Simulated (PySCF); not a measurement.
Species: C7H15Si (charge +1).
Cartesian coordinates in Å at the PBE0-D3(BJ)/def2-SVP level; atoms count from 1:
```
atom  x, y, z in Å
C1    -2.5175    0.5926    1.2551
Si2   -1.7583   -0.7884    0.3188
C3    -2.8870   -1.9880   -0.4855
C4     0.0645   -0.8675    0.1422
C5     0.6059    0.3395   -0.6718
C6     2.1116    0.3130   -0.7268
C7     2.8798    1.5933   -0.8582
C8     2.9109    0.8322    0.4335
H9    -3.1361    1.2056    0.5746
H10   -3.2082    0.1962    2.0201
H11   -1.7716    1.2383    1.7392
H12   -2.3549   -2.7804   -1.0294
H13   -3.5457   -2.4459    0.2743
H14   -3.5566   -1.4526   -1.1830
H15    0.3665   -1.8212   -0.3185
H16    0.5088   -0.8335    1.1556
H17    0.1950    0.3249   -1.6963
H18    0.2773    1.2882   -0.2132
H19    2.5222   -0.5564   -1.2523
H20    2.3176    2.5312   -0.8857
H21    3.7716    1.5912   -1.4891
H22    3.8273    0.3055    0.7100
H23    2.3689    1.2596    1.2836
```

Method used: TDDFT B3LYP/def2-SVPD, vertical, gas phase, core orbitals frozen in the response (PySCF 2.14.0, density-fitted response routines).

Kohn–Sham orbitals with the atoms that hold most of them (Löwdin shares over 4%, at most four atoms; ? is withheld):

| orbital | ε (eV) | atoms |
| --- | --- | --- |
| LUMO+2 | -3.10 | C1 19%, Si2 14%, H11 13%, C3 10% |
| LUMO+1 | -4.65 | Si2 41%, C3 13%, C1 11%, C4 8% |
| LUMO | -7.38 | ? |
| HOMO | ? | C6 35%, C7 21%, C8 18%, C5 5% |
| HOMO-1 | -11.31 | ? |
| HOMO-2 | -12.89 | C7 22%, C6 17%, C5 12%, H20 10% |
| HOMO-3 | -12.95 | C8 29%, H22 13%, H23 12%, C7 11% |

(1) Which atoms hold the LUMO, and with what shares?

(2) Which atoms hold the HOMO-1, and with what shares?

(3) What is the HOMO energy, and the HOMO–LUMO gap?

## Answers

(1) Si2 (bonded to 3 C) 49%; C3 (bonded to Si and 3 H) 12%; C1 (bonded to Si and 3 H) 11%; C4 (bonded to C, Si and 2 H) 10%. By element: silicon 49%, carbon 33% or more.

(2) C8 (bonded to 2 C and 2 H) 34%; C7 (bonded to 2 C and 2 H) 31%; C6 (bonded to 3 C and H) 14%; C5 (bonded to 2 C and 2 H) 4%.

(3) ε(HOMO) = -11.20 eV; the gap is 3.82 eV (0.1402 hartree).

Task: How does S1 compare with the orbital gap of 3.82 eV?

Result: S1 is at 3.15 eV (f = 0.0099), 0.67 eV below the gap, made of HOMO→LUMO (96%). 

Task: Give energy, strength and leading configuration of S1, S2 and S7, and follow the Löwdin shares of the leading atoms from the occupied to the empty orbital.

Result: 
- S1 (3.15 eV, f 0.0099), HOMO→LUMO (96%): C6 35% → at most 11%, C7 21% → at most 11%, Si2 at most 6% → 49%, C3 at most 6% → 12%
- S2 (3.37 eV, f 0.041), HOMO-1→LUMO (96%): C8 34% → at most 11%, C7 31% → at most 11%, Si2 at most 5% → 49%, C3 at most 5% → 12%
- S7 (5.94 eV, f 0.051), HOMO→LUMO+1 (88%): C6 35% → at most 8%, C7 21% → at most 8%, Si2 at most 6% → 41%, C3 at most 6% → 13%

One conformer stands for the species.
